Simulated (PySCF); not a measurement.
**Stationary points of TlF2**

Computed with PySCF, PBE0, basis Tl def2-TZVP with ECP60, F def2-TZVP (scalar-relativistic core potentials, no spin–orbit coupling, density fitting).

Relaxations began from a few typed shapes; open shells are unrestricted. The search is not exhaustive: other isomers or separated fragments can lie lower, and high-lying points may rest on an excited occupation.

(1) Order these stationary points by electronic energy, lowest first, in kJ/mol from the lowest minimum.
A. doublet C2v: Tl–F 2.071 Å (×2); F–Tl–F 134.2°
B. doublet D∞h: Tl–F 2.105 Å (×2); F–Tl–F 180.0°

(2) Which of them are minima?

## Answers

(1) A (0.0), B (7.2).

(2) By energy in kJ/mol, 0.0: minimum; 7.2: saddle point, 2 imaginary modes.

For the lowest minimum: no spin–orbit coupling is included, which matters more the heavier the element.
